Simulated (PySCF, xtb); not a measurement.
YBr2, SMILES [Br][Y][Br] (connectivity only; charge and spin as stated), neutral, multiplicity 2.

Harmonic wavenumbers (cm⁻¹) from GFN2-xTB run with xtb 6.7.1 at its own minimum, in rising order: 70, 218, 248.

Question: What does B3LYP-D3(BJ)/def2-SVP in PySCF 2.14.0 give at its own minimum? (The exact figures need the calculation; the answer reports its results.)

Answer: 39, 228, 287. Paired by order, the mean absolute difference is 26 cm⁻¹ and the zero-point energies are 0.8 and 0.8 kcal/mol.
